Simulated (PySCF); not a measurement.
Isomers of C3H10F3PSi2.

All values: PBE0/pcSseg-1 (PySCF) at GFN2-xTB geometries, gas phase, one conformer each.

(1) Rank by the highest IAO charge on any atom, lowest value first.
A. `[F:1][C:2]([F:3])([F:4])[CH2:5][C@H:6]([SiH3:7])[SiH2:8][PH2:9]` with C2–C5–C6–Si7 -169°, C5–C6–Si8–P9 46°, C6–Si8–P9–H -101° and 165°
B. `[CH3:1][C@@H:2]([SiH2:3][PH2:4])[SiH2:5][C:6]([F:7])([F:8])[F:9]` with C1–C2–Si3–P4 180°, C2–Si3–P4–H -100° and 167°, C1–C2–Si5–C6 -54°
C. `[CH3:1][CH2:2][CH2:3][Si@@H:4]([PH2:5])[Si:6]([F:7])([F:8])[F:9]` with C1–C2–C3–Si4 -178°, C2–C3–Si4–P5 47°, C3–Si4–P5–H 159° and 66°

(2) Rank by HOMO–LUMO gap, lowest first.
A. `[CH3:1][SiH2:2][PH:3][SiH2:4][CH2:5][C:6]([F:7])([F:8])[F:9]` with C1–Si2–P3–Si4 -78°, Si2–P3–Si4–C5 -164°, P3–Si4–C5–C6 80°
B. `[CH3:1][CH2:2][CH2:3][Si@@H:4]([PH2:5])[Si:6]([F:7])([F:8])[F:9]` with C1–C2–C3–Si4 -178°, C2–C3–Si4–P5 47°, C3–Si4–P5–H 159° and 66°
C. `[F:1][C:2]([F:3])([F:4])[CH2:5][C@H:6]([SiH3:7])[SiH2:8][PH2:9]` with C2–C5–C6–Si7 -169°, C5–C6–Si8–P9 46°, C6–Si8–P9–H -101° and 165°

(3) Rank by dipole moment, lowest first.
A. `[CH3:1][CH2:2][CH2:3][Si@@H:4]([PH2:5])[Si:6]([F:7])([F:8])[F:9]` with C1–C2–C3–Si4 -178°, C2–C3–Si4–P5 47°, C3–Si4–P5–H 159° and 66°
B. `[CH3:1][SiH2:2][PH:3][SiH2:4][CH2:5][C:6]([F:7])([F:8])[F:9]` with C1–Si2–P3–Si4 -78°, Si2–P3–Si4–C5 -164°, P3–Si4–C5–C6 80°
C. `[F:1][C:2]([F:3])([F:4])[CH2:5][C@H:6]([SiH3:7])[SiH2:8][PH2:9]` with C2–C5–C6–Si7 -169°, C5–C6–Si8–P9 46°, C6–Si8–P9–H -101° and 165°
D. `[CH3:1][C@@H:2]([SiH2:3][PH2:4])[SiH2:5][C:6]([F:7])([F:8])[F:9]` with C1–C2–Si3–P4 180°, C2–Si3–P4–H -100° and 167°, C1–C2–Si5–C6 -54°

## Answers

(1) B (+0.718 e), A (+0.805 e), C (+1.534 e).

(2) B (7.02 eV), A (7.30 eV), C (7.72 eV).

(3) C (1.37 D), D (2.21 D), B (2.50 D), A (3.25 D).

All values together:

```csv
SMILES,μ (D),HOMO (eV),LUMO (eV),lowest IAO charge (e),highest IAO charge (e),lowest Hirshfeld charge (e),highest Hirshfeld charge (e)
FC(F)(F)C[C@H]([SiH3])[SiH2]P,1.37,-7.62,0.10,-0.643 (C),+0.805 (C),-0.199 (C),+0.312 (Si)
C[SiH2]P[SiH2]CC(F)(F)F,2.50,-7.44,-0.14,-0.711 (C),+0.809 (C),-0.211 (C),+0.295 (Si)
CCC[Si@@H](P)[Si](F)(F)F,3.25,-7.93,-0.91,-0.525 (F),+1.534 (Si),-0.204 (F),+0.483 (Si)
C[C@@H]([SiH2]P)[SiH2]C(F)(F)F,2.21,-7.67,0.06,-0.636 (C),+0.718 (Si),-0.190 (C),+0.324 (Si)
```

Conformers: `[F:1][C:2]([F:3])([F:4])[CH2:5][C@H:6]([SiH3:7])[SiH2:8][PH2:9]` with C2–C5–C6–Si7 -169°, C5–C6–Si8–P9 46°, C6–Si8–P9–H -101° and 165°; `[CH3:1][SiH2:2][PH:3][SiH2:4][CH2:5][C:6]([F:7])([F:8])[F:9]` with C1–Si2–P3–Si4 -78°, Si2–P3–Si4–C5 -164°, P3–Si4–C5–C6 80°; `[CH3:1][CH2:2][CH2:3][Si@@H:4]([PH2:5])[Si:6]([F:7])([F:8])[F:9]` with C1–C2–C3–Si4 -178°, C2–C3–Si4–P5 47°, C3–Si4–P5–H 159° and 66°; `[CH3:1][C@@H:2]([SiH2:3][PH2:4])[SiH2:5][C:6]([F:7])([F:8])[F:9]` with C1–C2–Si3–P4 180°, C2–Si3–P4–H -100° and 167°, C1–C2–Si5–C6 -54°.
